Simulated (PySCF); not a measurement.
Ligands exchanged one at a time, Si Br-NH2. Gas-phase values, no solvent. One relaxed conformer stands for each flexible species; it need not be the lowest. Strings in code marks are SMILES.

The HOMO–LUMO gap from two functionals at the same geometries (PBE0-D3(BJ)/def2-TZVP), both in PySCF: PBE-D3(BJ)/def2-TZVP and B3LYP-D3(BJ)/def2-TZVP. B3LYP has the VWN-RPA correlation part, as in Gaussian. 

| species | PBE-D3(BJ)/def2-TZVP (eV) | B3LYP-D3(BJ)/def2-TZVP (eV) |
|---|---|---|
| 0 of 4 Br replaced by NH2 (`Br[Si](Br)(Br)Br`) | 4.89 | 6.52 |
| 1 of 4 Br replaced by NH2 (`[Si](Br)(Br)(Br)N`) | 5.06 | 6.83 |
| 2 of 4 Br replaced by NH2 (`N[Si](N)(Br)Br`) | 5.71 | 7.44 |
| 3 of 4 Br replaced by NH2 (`Br[Si](N)(N)N`) | 5.91 | 7.55 |
| 4 of 4 Br replaced by NH2 | 5.27 | 6.93 |

Over these rows, drawn at random from the members with no instability flagged (it was tested for open shells, ions and some series alone), PBE minus B3LYP-D3(BJ): mean -1.68 eV, from -1.76 eV to -1.63 eV.
